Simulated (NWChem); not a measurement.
System: SiHSBr, singlet; SMILES S[Si]Br

```xyz
4

Si     1.0623    -0.6326    -0.0076
Br    -0.1815     1.2563     0.0079
S     -0.5673    -2.0290    -0.0116
H      0.2502    -3.1091    -0.0207
```
Atoms are numbered in this order, from 1.

Program: NWChem. Pople sets run with spherical d functions. Low-valent species are run as closed-shell singlets; no triplet was tried in these runs. Structure relaxed at the PBE0/def2-SVP level. B3LYP is NWChem's, with the RPA form of VWN correlation. GIAO values for the isolated, static molecule; σ is the absolute isotropic shielding, δ = σ(reference) − σ with the isolated reference molecule computed at the same levels (1H: tetramethylsilane, 29Si: tetramethylsilane). Spin-orbit effects, on the heavy nuclei and on their neighbours, are missing.

For level KT2/pcSseg-1:

| Property | Result |
|---|---|
| δ Si1 (ppm) | 375.7 |
| σ S3 (ppm) | 214.7 |
| δ H4 (ppm) | 5.50 |

Problem. What are these values for level B3LYP/6-311G**?

Solution. 
* **δ Si1 (ppm)**: 432.6
* **σ S3 (ppm)**: 186.8
* **δ H4 (ppm)**: 5.32
